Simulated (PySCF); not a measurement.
HF$_{5}$OW (SMILES [OH][W]([F])([F])([F])([F])[F]), singlet, geometry from GFN2-xTB (such geometries of metal compounds can be far from the true shape) (core potentials on W); PySCF with DF-PBE0/def2-SV(P).

The PySCF input:
```python
from pyscf import gto, scf, dft

mol = gto.Mole()
mol.atom = '''
    W     0.006340   -0.013036    0.003011
    F    -0.780811    1.605325   -0.370774
    F     1.414361    0.932320    0.770313
    F     0.842775    0.093800   -1.656488
    F    -0.892907    0.009270    1.632683
    F    -1.464493   -0.829250   -0.794119
    O     0.783059   -1.609947    0.371842
    H     1.196016   -2.458975    0.567938
'''
mol.basis = 'def2-sv(p)'
mol.ecp = {'W': 'def2-sv(p)'}
mol.charge = 0
mol.spin = 0
mol.verbose = 4
mol.build()

mf = dft.RKS(mol)
mf.xc = 'pbe0'
mf = mf.density_fit(auxbasis='def2-universal-jkfit')
mf.kernel()
```

The log (banner, timings and long lists left out):

```
PySCF version 2.14.0

[INPUT] verbose = 4
[INPUT] num. atoms = 8
[INPUT] num. electrons = 68
[INPUT] charge = 0
[INPUT] spin (= nelec alpha-beta = 2S) = 0
[INPUT] symmetry False subgroup None
[INPUT] Mole.unit = angstrom
[INPUT] Symbol           X                Y                Z      unit          X                Y                Z       unit  Magmom
[INPUT]  1 W      0.006340000000  -0.013036000000   0.003011000000 AA    0.011980863630  -0.024634469760   0.005689965361 Bohr   0.0
[INPUT]  2 F     -0.780811000000   1.605325000000  -0.370774000000 AA   -1.475518945048   3.033624590917  -0.700661314109 Bohr   0.0
[INPUT]  3 F      1.414361000000   0.932320000000   0.770313000000 AA    2.672754931266   1.761829460454   1.455680600192 Bohr   0.0
[INPUT]  4 F      0.842775000000   0.093800000000  -1.656488000000 AA    1.592613934630   0.177256310484  -3.130308648629 Bohr   0.0
[INPUT]  5 F     -0.892907000000   0.009270000000   1.632683000000 AA   -1.687349684707   0.017517761175   3.085323718233 Bohr   0.0
[INPUT]  6 F     -1.464493000000  -0.829250000000  -0.794119000000 AA   -2.767490681343  -1.567055388796  -1.500667420313 Bohr   0.0
[INPUT]  7 O      0.783059000000  -1.609947000000   0.371842000000 AA    1.479767049376  -3.042358905065   0.702679541611 Bohr   0.0
[INPUT]  8 H      1.196016000000  -2.458975000000   0.567938000000 AA    2.260142680598  -4.646789297152   1.073247275733 Bohr   0.0

nuclear repulsion = 448.966400784372
number of shells = 49
number of NR pGTOs = 198
number of NR cGTOs = 111
basis = def2-sv(p)
ecp = {'W': 'def2-sv(p)'}

******** <class 'pyscf.df.df_jk.DFRKS'> ********
method = DFRKS
initial guess = minao
damping factor = 0
level_shift factor = 0
DIIS = <class 'pyscf.scf.diis.CDIIS'>
diis_start_cycle = 1
diis_space = 8
diis_damp = 0
SCF conv_tol = 1e-09
SCF conv_tol_grad = None
SCF max_cycles = 50
direct_scf = False
XC library pyscf.dft.libxc version 7.1.2
    S. Lehtola, C. Steigemann, M. J. T. Oliveira, and M. A. L. Marques,  SoftwareX 7, 1–5 (2018)
XC functionals = pbe0
    C. Adamo and V. Barone,  J. Chem. Phys. 110, 6158 (1999)
    M. Ernzerhof and G. E. Scuseria,  J. Chem. Phys. 110, 5029 (1999)
radial grids:
    Treutler-Ahlrichs [JCP 102, 346 (1995); DOI:10.1063/1.469408] (M4) radial grids

becke partition: Becke, JCP 88, 2547 (1988); DOI:10.1063/1.454033
pruning grids: <function nwchem_prune>
grids dens level: 3
symmetrized grids: False
atomic radii adjust function: <function treutler_atomic_radii_adjust>
small_rho_cutoff = 0
Set gradient conv threshold to 3.16228e-05
Initial guess from minao.
tot grids = 119512
******** <class 'pyscf.df.df.DF'> ********
auxbasis = def2-universal-jkfit
init E= -628.809649549874
  HOMO = -0.6651735288931  LUMO = -0.327875848239693  gap/eV = 9.17834
cycle= 1 E= -640.741480001763  delta_E= -11.9  |g|= 1.71  |ddm|= 7.35
  HOMO = -0.315940052234341  LUMO = -0.267956842970239  gap/eV = 1.30569
cycle= 2 E= -637.342222045404  delta_E=  3.4  |g|= 4.46  |ddm|= 4.19
  HOMO = -0.385709961733633  LUMO = -0.10506313757667  gap/eV = 7.63679
cycle= 3 E= -641.255696453325  delta_E= -3.91  |g|= 0.493  |ddm|= 3.34
  HOMO = -0.409819155366533  LUMO = -0.176665486458204  gap/eV = 6.34443
cycle= 4 E= -641.291971813385  delta_E= -0.0363  |g|= 0.286  |ddm|= 0.585
  HOMO = -0.438873640235231  LUMO = -0.179324883187677  gap/eV = 7.06268
cycle= 5 E= -641.305118232649  delta_E= -0.0131  |g|= 0.116  |ddm|= 0.258
  HOMO = -0.428403371691157  LUMO = -0.167128540623868  gap/eV = 7.10965
cycle= 6 E= -641.307779758753  delta_E= -0.00266  |g|= 0.0224  |ddm|= 0.0949
  HOMO = -0.428615029563427  LUMO = -0.166662857339209  gap/eV = 7.12808
cycle= 7 E= -641.30786750124  delta_E= -8.77e-05  |g|= 0.00652  |ddm|= 0.0175
  HOMO = -0.429045992729669  LUMO = -0.166427302646776  gap/eV = 7.14622
cycle= 8 E= -641.307875843677  delta_E= -8.34e-06  |g|= 0.000414  |ddm|= 0.00473
  HOMO = -0.429040844774437  LUMO = -0.166421934518851  gap/eV = 7.14622
cycle= 9 E= -641.307875876366  delta_E= -3.27e-08  |g|= 0.000113  |ddm|= 0.000434
  HOMO = -0.429039371221082  LUMO = -0.166431661074394  gap/eV = 7.14592
cycle= 10 E= -641.307875878758  delta_E= -2.39e-09  |g|= 3.11e-05  |ddm|= 7.41e-05
  HOMO = -0.429037912327744  LUMO = -0.16643406918872  gap/eV = 7.14581
cycle= 11 E= -641.30787587896  delta_E= -2.01e-10  |g|= 4.43e-06  |ddm|= 2.25e-05
  HOMO = -0.429037382406668  LUMO = -0.166434859930389  gap/eV = 7.14578
Extra cycle  E= -641.307875878942  delta_E= 1.71e-11  |g|= 9.05e-06  |ddm|= 9.85e-06
converged SCF energy = -641.307875878942
```
